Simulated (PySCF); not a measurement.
# Trend along the halogens: MSn anions

PBE0 with triple-zeta basis sets in PySCF, for the lowest determinant that a PBE0 search found; no spin–orbit coupling. De refers to high-spin ground-configuration atoms (the charge goes to the atom of lower measured ionisation energy or higher electron affinity, which is not always the lowest computed limit). A positive dipole points towards Sn; it is taken about the centre of mass and depends on that origin.

```json
{"M": "F", "basis": "def2-TZVPPD", "charged atom": "F−", "state (unpaired electrons)": "triplet (π ↑↑)", "Re (Å)": "2.041", "ωe (cm⁻¹)": "451", "De (eV)": "2.85", "μ (D)": "1.51"}
{"M": "Cl", "basis": "def2-TZVPPD", "charged atom": "Cl−", "state (unpaired electrons)": "triplet (π ↑↑)", "Re (Å)": "2.537", "ωe (cm⁻¹)": "247", "De (eV)": "1.84", "μ (D)": "2.12"}
{"M": "I", "basis": "def2-TZVPPD", "charged atom": "I−", "state (unpaired electrons)": "triplet (π ↑↑)", "Re (Å)": "2.920", "ωe (cm⁻¹)": "136", "De (eV)": "1.49", "μ (D)": "-0.56"}
```

The row for M = Br is missing. Estimate Re, ωe and De as the mean of the rows for Cl and I, and compare with the calculation.

The means are 2.728 Å, 192 cm⁻¹ and 1.67 eV. PBE0 in def2-TZVPPD gives SnBr⁻ as a triplet (π ↑↑) with Re = 2.706 Å, ωe = 170 cm⁻¹, De = 1.66 eV, so the estimate is off by +2.2 pm, +13 % and +0.01 eV.

Spin–orbit coupling is left out, which matters for elements this heavy, above all for dissociation energies. For an ion De counts to the pair picked by the measured ionisation energies or electron affinities, which need not be the lowest pair at this level. The highest Kohn–Sham level is positive in some of these anions. Much of that is self-interaction error, but it also means that the finite basis helps to hold the extra electron. States were picked by a PBE0 search and need not be the measured ground states.
